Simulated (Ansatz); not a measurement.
Reaction (cleavage of the Al–B bond): `CO[B](C)[AlH2]` + `BBO` → `BB[O][AlH2]` + `CBOC`

Computed with Ansatz on PBE0-D4/def2-TZVP structures; ΔE is electronic, products minus reactants. CCSD(T)/CBS adds triple-zeta CCSD(T) − MP2 to the extrapolated MP2 energy (def2 sets, frozen cores). Functionals use def2-TZVPP. B3LYP here is the variant with VWN-RPA as its local correlation; programs differ in this. One conformer a species, not always the lowest.

```tsv
level	ΔE (kJ/mol)	difference from CCSD(T)/CBS
PBE-D4	-164.2	22.2
r2SCAN-D4	-185.9	0.5
PBE0-D4	-171.2	15.2
B3LYP-D4	-188.7	-2.3
ωB97X-V	-183.8	2.6
ωB97M-V	-187.2	-0.8
B2PLYP	-194.8	-8.4
PBE	-166.6	19.8
r2SCAN	-186.6	-0.2
PBE0	-173.4	13.0
B3LYP	-192.5	-6.1
HF/def2-TZVPP	-210.5	-24.1
MP2/def2-TZVPP	-194.4	-8.0
SCS-MP2/def2-TZVPP	-196.4	-10.0
CCSD/def2-TZVPP	-189.0	-2.6
CCSD(T)/def2-TZVPP	-185.0	1.4
HF/def2-QZVPP	-212.4	-26.0
MP2/def2-QZVPP	-195.9	-9.5
SCS-MP2/def2-QZVPP	-197.7	-11.3
HF/CBS(def2)	-212.7	-26.3
MP2/CBS(def2)	-195.8	-9.4
CCSD/CBS(def2)	-190.4	-4.0
CCSD(T)/CBS	-186.4	0
```

Largest T1 diagnostic among the species: 0.014.

From PBE to PBE0 (25 % exact exchange), in def2-TZVPP and without D4, ΔE moves by −6.7 kJ/mol. The D4 term adds +3.9 kJ/mol with B3LYP and +2.2 kJ/mol with PBE0; it sums over pairs of atoms, weighted by their polarisabilities, and B3LYP, whose exchange is more repulsive, gets the larger term.
